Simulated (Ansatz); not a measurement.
A first, cheap relaxation of `C=[CH][SnH2][CH]=C`.

```yaml
crystal:
  periodic: [false, false, false]
  atoms:
    - {symbol: C, position_ang: [-0.568200, 2.035700, 0.335900]}
    - {symbol: C, position_ang: [-0.493300, 1.154700, 1.274300]}
    - {symbol: Sn, position_ang: [0.717000, -0.537300, 0.963500]}
    - {symbol: C, position_ang: [0.083800, -1.669200, -0.655000]}
    - {symbol: C, position_ang: [-0.044600, -1.165700, -1.892900]}
    - {symbol: H, position_ang: [-0.086300, 1.996300, -0.618000]}
    - {symbol: H, position_ang: [-1.226100, 2.946900, 0.489200]}
    - {symbol: H, position_ang: [-0.982800, 1.284400, 2.208000]}
    - {symbol: H, position_ang: [0.735200, -1.507300, 2.466000]}
    - {symbol: H, position_ang: [2.388300, -0.018100, 0.659900]}
    - {symbol: H, position_ang: [-0.333600, -2.697400, -0.456500]}
    - {symbol: H, position_ang: [-0.407500, -1.741500, -2.685200]}
    - {symbol: H, position_ang: [0.238600, -0.116400, -2.074300]}
basis:
  gaussian: {orbitals: def2-SVP}
hamiltonian: {xc: pbe, dispersion: d4}
relax: {f_tol: 0.03, max_steps: 200}
```

```sh
$ ansatz run in.yaml --threads 2 --pin off --events-out ev --progress --plain --max-ram 22528MiB --backend cpu
```

It prints (some lines left out):

```
Functional definition: PBE
  name "PBE"
  cite "Perdew, Burke & Ernzerhof, Phys. Rev. Lett. 77, 3865 (1996) doi:10.1103/PhysRevLett.77.3865"
  parent pbe
  parameter kappa = 0.804
  parameter beta = 0.06672455060314922
  exchange = pbe_x(kappa = kappa, mu = beta*pi^2/3)
  correlation = pbe_c(beta = beta)
mean field -10097.64968321 eV, -371.0817814252 hartree, gradient 2.5e-5 eV, S^2 0.000000; 0 other end points of the search recorded, 0 dependent functions left out
the calculation of the forces begins
relax step   1: F+E_penalty+E_count = -10097.94373102 eV  Δ(F+E_penalty+E_count) = +0.000e0 eV  max|allowed force component| = 3.582e0 eV/Å  Δτ_max = 0.0000 Å  (29 SCF iters, accepted)
these checks for a lower state are left out or cut short: starts, cluster_reference, orbital_swaps, neighbouring_geometries, increment
mean field -10097.92741266 eV, -371.0919877941 hartree, gradient 2.0e-5 eV, S^2 0.000000; 0 other end points of the search recorded, 0 dependent functions left out
the calculation of the forces begins
relax step   2: F+E_penalty+E_count = -10098.21310969 eV  Δ(F+E_penalty+E_count) = -2.694e-1 eV  max|allowed force component| = 1.056e0 eV/Å  Δτ_max = 0.1945 Å  (37 SCF iters, accepted)
these checks for a lower state are left out or cut short: starts, cluster_reference, orbital_swaps, neighbouring_geometries, increment
mean field -10098.05682046 eV, -371.0967434431 hartree, gradient 2.3e-5 eV, S^2 0.000000; 0 other end points of the search recorded, 0 dependent functions left out
the calculation of the forces begins
relax step   3: F+E_penalty+E_count = -10098.34238381 eV  Δ(F+E_penalty+E_count) = -1.293e-1 eV  max|allowed force component| = 3.386e-1 eV/Å  Δτ_max = 0.2000 Å  (30 SCF iters, accepted)
these checks for a lower state are left out or cut short: starts, cluster_reference, orbital_swaps, neighbouring_geometries, increment
mean field -10098.06528966 eV, -371.0970546804 hartree, gradient 2.1e-5 eV, S^2 0.000000; 0 other end points of the search recorded, 0 dependent functions left out
the calculation of the forces begins
relax step   4: F+E_penalty+E_count = -10098.35000520 eV  Δ(F+E_penalty+E_count) = -7.621e-3 eV  max|allowed force component| = 1.484e-1 eV/Å  Δτ_max = 0.1200 Å  (30 SCF iters, accepted)
these checks for a lower state are left out or cut short: starts, cluster_reference, orbital_swaps, neighbouring_geometries, increment
mean field -10098.07693116 eV, -371.0974824976 hartree, gradient 2.4e-5 eV, S^2 0.000000; 0 other end points of the search recorded, 0 dependent functions left out
the calculation of the forces begins
relax step   5: F+E_penalty+E_count = -10098.36191159 eV  Δ(F+E_penalty+E_count) = -1.191e-2 eV  max|allowed force component| = 6.397e-2 eV/Å  Δτ_max = 0.1014 Å  (30 SCF iters, accepted)
these checks for a lower state are left out or cut short: starts, cluster_reference, orbital_swaps, neighbouring_geometries, increment
mean field -10098.07948354 eV, -371.0975762961 hartree, gradient 2.3e-5 eV, S^2 0.000000; 0 other end points of the search recorded, 0 dependent functions left out
the calculation of the forces begins
relax step   6: F+E_penalty+E_count = -10098.36434495 eV  Δ(F+E_penalty+E_count) = -2.433e-3 eV  max|allowed force component| = 1.090e-2 eV/Å  Δτ_max = 0.0273 Å  (30 SCF iters, accepted)
mean field -10098.07948354 eV, -371.0975762961 hartree, gradient 2.5e-5 eV, S^2 0.000000; 1 other end points of the search recorded, 0 dependent functions left out
the calculation of the forces begins
Total energy: -10098.36438830 eV, -371.1080463528 hartree
Atom 0 at    -0.632659     2.134746     0.346055 Å, force     0.009453     0.010378     0.008225 eV/Å
Atom 1 at    -0.439307     1.205231     1.298799 Å, force    -0.002166    -0.003647     0.010904 eV/Å
Atom 2 at     0.776602    -0.560183     1.025197 Å, force    -0.004958     0.001112     0.002973 eV/Å
Atom 3 at     0.060226    -1.694090    -0.668497 Å, force    -0.000277    -0.007022    -0.002320 eV/Å
Atom 4 at    -0.042652    -1.198413    -1.914660 Å, force     0.006058     0.000641    -0.007470 eV/Å
Atom 5 at    -0.164474     2.070833    -0.651893 Å, force    -0.008950     0.003978    -0.009482 eV/Å
Atom 6 at    -1.273163     3.019938     0.515822 Å, force     0.003731    -0.007781    -0.004307 eV/Å
Atom 7 at    -0.937002     1.332656     2.277683 Å, force    -0.003834     0.001369    -0.002028 eV/Å
Atom 8 at     0.680626    -1.543429     2.446762 Å, force     0.002102     0.000485     0.002012 eV/Å
Atom 9 at     2.421677    -0.091315     0.751790 Å, force     0.003833     0.002070    -0.001938 eV/Å
Atom 10 at    -0.250496    -2.738916    -0.484430 Å, force    -0.002122    -0.000990     0.000879 eV/Å
Atom 11 at    -0.427375    -1.806601    -2.753565 Å, force    -0.005105    -0.005015    -0.004008 eV/Å
Atom 12 at     0.248497    -0.165355    -2.174162 Å, force     0.002235     0.004422     0.006559 eV/Å
Dipole moment:    -0.102649     0.036852    -0.080036 e Å
```

It took 13 s on 2 threads of an AMD EPYC 7R13 on a shared host, with 0.17 GiB of host memory at the peak.
